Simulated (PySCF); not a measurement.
# Atomic charges against the basis set

Trimethylborane, C3H9B.
Numbering: `[CH3:1][B:2]([CH3:3])[CH3:4]` (hydrogens: H5, H6, H7 on C1; H8, H9, H10 on C3; H11, H12, H13 on C4)

PBE0 throughout (PySCF), one geometry, spherical d and f functions. Isolated species at its PBE0-D3(BJ)/def2-SVP geometry, gas phase. Atoms taken as equivalent share a column and are averaged.

Mulliken charges (e):

| basis | functions | C1/C3/C4 | B2 | H5 (×9) |
| --- | --- | --- | --- | --- |
| STO-3G | 29 | -0.340 | +0.337 | +0.076 |
| 6-31G | 54 | -0.721 | +0.658 | +0.167 |
| pcSseg-0 | 54 | -1.040 | +1.026 | +0.232 |
| 6-31G* | 74 | -0.699 | +0.502 | +0.177 |
| def2-SVP | 101 | -0.136 | -0.087 | +0.055 |
| cc-pVDZ | 101 | -0.118 | -0.072 | +0.047 |
| pcSseg-1 | 113 | -0.511 | +0.379 | +0.128 |
| 6-311+G(2d,p) | 162 | -0.667 | +0.601 | +0.155 |
| aug-cc-pVDZ | 173 | +0.559 | +0.697 | -0.264 |
| def2-TZVP | 178 | -0.450 | +0.156 | +0.133 |
| IGLO-III | 230 | -0.527 | +0.483 | +0.122 |
| cc-pVTZ | 246 | -0.364 | +0.187 | +0.100 |

IAO charges (e):

| basis | functions | C1/C3/C4 | B2 | H5 (×9) |
| --- | --- | --- | --- | --- |
| STO-3G | 29 | -0.522 | +0.316 | +0.139 |
| 6-31G | 54 | -0.582 | +0.352 | +0.155 |
| pcSseg-0 | 54 | -0.571 | +0.335 | +0.153 |
| 6-31G* | 74 | -0.564 | +0.356 | +0.148 |
| def2-SVP | 101 | -0.554 | +0.346 | +0.146 |
| cc-pVDZ | 101 | -0.565 | +0.353 | +0.149 |
| pcSseg-1 | 113 | -0.567 | +0.354 | +0.150 |
| 6-311+G(2d,p) | 162 | -0.583 | +0.359 | +0.154 |
| aug-cc-pVDZ | 173 | -0.580 | +0.358 | +0.154 |
| def2-TZVP | 178 | -0.583 | +0.359 | +0.154 |
| IGLO-III | 230 | -0.584 | +0.359 | +0.155 |
| cc-pVTZ | 246 | -0.584 | +0.358 | +0.155 |

Hirshfeld charges (e):

```tsv
basis	functions	C1/C3/C4	B2	H5 (×9)
STO-3G	29	-0.113	+0.192	+0.016
6-31G	54	-0.177	+0.198	+0.037
pcSseg-0	54	-0.183	+0.203	+0.038
6-31G*	74	-0.177	+0.194	+0.037
def2-SVP	101	-0.193	+0.206	+0.041
cc-pVDZ	101	-0.188	+0.203	+0.040
pcSseg-1	113	-0.194	+0.213	+0.041
6-311+G(2d,p)	162	-0.192	+0.203	+0.042
aug-cc-pVDZ	173	-0.200	+0.207	+0.044
def2-TZVP	178	-0.196	+0.205	+0.042
IGLO-III	230	-0.199	+0.207	+0.043
cc-pVTZ	246	-0.197	+0.207	+0.043
```

Some averages cover members that differ in this geometry, most widely: H5 (×9), Mulliken in aug-cc-pVDZ -0.367 to -0.131; C1/C3/C4, Mulliken in aug-cc-pVDZ +0.535 to +0.576; H5 (×9), Mulliken in cc-pVDZ +0.034 to +0.062; H5 (×9), IAO in def2-SVP +0.133 to +0.161 e.

Q: Which scheme is steadiest as the basis changes?

A: Largest range over the bases for any column: IAO 0.06 e, Hirshfeld 0.09 e, Mulliken 1.60 e. IAO charges move least and Mulliken charges most, counted in e. Without the minimal STO-3G basis the ranges are IAO 0.03, Hirshfeld 0.02, Mulliken 1.60 e.

Q: How much do the charges still move between the two largest bases, IGLO-III and cc-pVTZ?

A: At most, over all atoms: Mulliken 0.295 e, IAO 0.001 e, Hirshfeld 0.003 e.

Q: What do the same runs give for the total energy, the frontier levels and the dipole moment?

A: 
```json
{"basis": "STO-3G", "energy (Eh)": "-142.7118", "HOMO (eV)": "-7.06", "LUMO (eV)": "2.58", "μ (D)": "0.04"}
{"basis": "6-31G", "energy (Eh)": "-144.3815", "HOMO (eV)": "-8.29", "LUMO (eV)": "0.23", "μ (D)": "0.05"}
{"basis": "pcSseg-0", "energy (Eh)": "-144.0987", "HOMO (eV)": "-8.63", "LUMO (eV)": "-0.14", "μ (D)": "0.05"}
{"basis": "6-31G*", "energy (Eh)": "-144.4061", "HOMO (eV)": "-8.26", "LUMO (eV)": "0.17", "μ (D)": "0.04"}
{"basis": "def2-SVP", "energy (Eh)": "-144.3102", "HOMO (eV)": "-8.42", "LUMO (eV)": "-0.05", "μ (D)": "0.04"}
{"basis": "cc-pVDZ", "energy (Eh)": "-144.4171", "HOMO (eV)": "-8.36", "LUMO (eV)": "-0.02", "μ (D)": "0.03"}
{"basis": "pcSseg-1", "energy (Eh)": "-144.3939", "HOMO (eV)": "-8.52", "LUMO (eV)": "-0.17", "μ (D)": "0.04"}
{"basis": "6-311+G(2d,p)", "energy (Eh)": "-144.4542", "HOMO (eV)": "-8.50", "LUMO (eV)": "-0.15", "μ (D)": "0.03"}
{"basis": "aug-cc-pVDZ", "energy (Eh)": "-144.4253", "HOMO (eV)": "-8.47", "LUMO (eV)": "-0.18", "μ (D)": "0.03"}
{"basis": "def2-TZVP", "energy (Eh)": "-144.4632", "HOMO (eV)": "-8.48", "LUMO (eV)": "-0.13", "μ (D)": "0.03"}
{"basis": "IGLO-III", "energy (Eh)": "-144.4706", "HOMO (eV)": "-8.50", "LUMO (eV)": "-0.15", "μ (D)": "0.03"}
{"basis": "cc-pVTZ", "energy (Eh)": "-144.4627", "HOMO (eV)": "-8.47", "LUMO (eV)": "-0.13", "μ (D)": "0.03"}
```
